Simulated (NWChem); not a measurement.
System: C3H10Si; SMILES C[SiH](C)C

Here is an NWChem input.

```
start job
memory heap 200 mb stack 900 mb global 1100 mb
geometry units angstroms noautosym nocenter noautoz
  Si     0.000000     0.000000     0.367857
  C     -1.217981     1.305708    -0.232791
  C      1.739767     0.401949    -0.232791
  C     -0.521786    -1.707657    -0.232791
  H      0.000000     0.000000     1.869456
  H     -1.248972     1.338840    -1.333887
  H     -2.237371     1.094283     0.126736
  H     -0.936087     2.307888     0.126717
  H      2.466733    -0.343269     0.126717
  H      1.783955     0.412222    -1.333887
  H      2.066362     1.390479     0.126736
  H     -0.534983    -1.751061    -1.333887
  H     -1.530646    -1.964619     0.126717
  H      0.171009    -2.484762     0.126736
end
basis spherical
  * library 6-31g*
end
dft
  xc hfexch
  iterations 150
end
property
  response 1 0.0
end
task dft property
```

Geometry: optimised at PBE0/def2-SVP.

Static field.

Problem. Predict the main results of this run. (Hartree-Fock/6-31G* (spherical d).) Quantities: basis functions; isotropic polarisability (bohr³); anisotropy (bohr³).

Solution. 
```json
{
  "number_of_basis_functions": "80",
  "isotropic polarisability (bohr³)": "51.4",
  "anisotropy (bohr³)": "4.1"
}
```
